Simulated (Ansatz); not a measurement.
A ladder of methods for [SnH3]− (SMILES [H][Sn-]([H])[H])

[SnH3]− has 4 atoms, charge -1, and is taken as a singlet. As SMILES, `[H][Sn-]([H])[H]`. Geometry: a GFN2-xTB relaxation, a rough one for these elements and not checked as a minimum.

```xyz
4

Sn   -0.0064    0.0057    0.7917
H     1.6378   -0.0336   -0.2516
H    -0.7869    1.4325   -0.2804
H    -0.8445   -1.4046   -0.2596
```

Quantity: the energy change with the Sn1–H4 bond stretched from 1.949 to 4.871 Å, in eV. The values are calculated.

```tsv
level	kind	program	value (eV)	less FCI/STO-3G	CPU time (all runs)
revPBE/STO-3G (restricted)	GGA	Ansatz	4.63	+0.46	1.2 s
r2SCAN/STO-3G (restricted)	meta-GGA	Ansatz	5.01	+0.84	2.5 s
BHLYP/STO-3G (restricted)	global hybrid	Ansatz	6.04	+1.87	1.2 s
wB97M-V/STO-3G (restricted)	range-separated hybrid	Ansatz	6.27	+2.10	11 s
wB97X/STO-3G (restricted)	range-separated hybrid	Ansatz	6.45	+2.28	4.6 s
B2PLYP/STO-3G (restricted)	double hybrid	Ansatz	4.45	+0.28	1.7 s
CCSDT/STO-3G (restricted)	coupled cluster or CI	Ansatz	4.15	-0.02	0.65 s
FCI/STO-3G	exact in the basis	Ansatz	4.17	0.00	0.73 s
```

FCI/STO-3G is exact within its basis and frozen core, so for wave-function methods in that basis the difference is their error; functionals converge differently with the basis, so for them it is only a difference. All-electron rows without a relativistic Hamiltonian named are non-relativistic. Sets without diffuse functions describe the anion poorly. The first shape isn't each level's own minimum. The values span 4.15 to 6.45 eV. All rows use very small basis sets, so even the best lies far from the true value. In the correlated wave-function rows the outer d shell of Sn is correlated, in sets not made for it. Times are those of the runs behind each value, whatever else they computed, on shared processors of several kinds: orders of magnitude only.
